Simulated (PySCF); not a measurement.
Ba²⁺ (barium, charge +2) across methods

[Xe], closed-shell 1S. Computed with PySCF 2.14 in aug-cc-pwCVTZ-X2C with one added diffuse shell each of s, p, d, f type (12s11p9d5f, 125 functions), with the spin-free X2C one-electron Hamiltonian (Gaussian nucleus).

```tsv
method	E (hartree)	mean ε 4d (eV)	mean ε 5s (eV)	mean ε 5p (eV)	Σ⟨r²⟩ (bohr²)	⟨S²⟩
PBE0	-8133.84	-106.19	-48.604	-32.533	43.98	0.000
r2SCANh	-8134.18	-105.15	-47.760	-31.968	44.00	0.000
r2SCAN0	-8134.17	-107.29	-49.194	-32.837	44.00	0.000
UHF	-8131.13311	-116.84	-55.327	-36.190	44.31	0.000
LDA	-8127.14	-102.27	-46.170	-31.083	43.97	0.000
r2SCAN	-8134.19	-103.72	-46.804	-31.388	44.00	0.000
M06	-8134.34	-106.33	-48.233	-32.349	44.03	0.000
PBE	-8133.76	-102.17	-45.921	-30.908	44.00	0.000
```

Spin-orbit coupling, which splits the p, d and f shells strongly at this Z, is absent.
